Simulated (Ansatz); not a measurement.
`[F][SnH]([SH])[Cl]` + CH₃NH₂ → `C[NH][SnH]([F])[Cl]` + H₂S at 298.15 K and 1 bar (ligand exchange at the Sn–S bond).

Isolated molecules relaxed with PBE0-D4/def2-TZVP in Ansatz; ΔE leaves out vibrations. CCSD(T)/CBS is the MP2 limit (def2-TZVPP, def2-QZVPP) plus CCSD(T) − MP2 in def2-TZVPP, frozen cores. This one scheme is used for every species. def2 core potentials past Kr. For Sn outer-core shells are correlated without core-valence functions, which leaves a few kJ/mol of doubt a bond. Each species was taken in one conformer, which may not be the lowest.

```tsv
species	CCSD(T)/CBS energy (Eh)	H − E (kJ/mol)	S (J/(mol·K))
`[F][SnH]([SH])[Cl]`	-1172.67563	70.9	361.0
CH₃NH₂	-95.75281	180.0	240.4
`C[NH][SnH]([F])[Cl]`	-869.43527	191.8	385.1
H₂S	-398.97279	49.9	205.7
```

H − E and S are ideal-gas, rigid-rotor, harmonic terms from PBE0-D4/def2-TZVP, for one conformer and one mirror image of each species. 1 Eh = 2625.50 kJ/mol, R = 8.31446 J/(mol·K).

Q: By hand: ΔE, ΔH, ΔS and ΔG.

A: ΔE = (-869.43527) + (-398.97279) − (-1172.67563) − (-95.75281) = 0.02038 Eh = 53.5 kJ/mol. Δ(H − E) = 191.8 + 49.9 − 70.9 − 180.0 = -9.2, so ΔH = 44.3 kJ/mol. ΔS = 385.1 + 205.7 − 361.0 − 240.4 = -10.6 J/(mol·K). ΔG = 44.3 − 298.15 × (-10.6)/1000 = 47.5 kJ/mol.

Q: By hand: the equilibrium constant, and the temperature at which ΔG would vanish if ΔH and ΔS stayed fixed.

A: log₁₀ K = −ΔG/(RT ln 10) = -8.3. ΔH and −TΔS have one sign here, so there is no such temperature.

The number of gas molecules stays the same, so ΔS is small and ΔH decides. A doubt of 5 kJ/mol in ΔE shifts log₁₀ K by 0.9 here. Other conformers and mirror images would add mixing entropy, several J/(mol·K) or more a flexible species. Modes under 60 cm⁻¹, often nearly free rotors, make the harmonic entropy too high. These are equilibria of isolated gas molecules and say nothing of rates. Largest T1 diagnostic: 0.013 (customary marks: 0.02 for closed shells, 0.045 for open ones).

ΔS is within the doubt of such terms, so its sign, and with it that verdict, could turn.
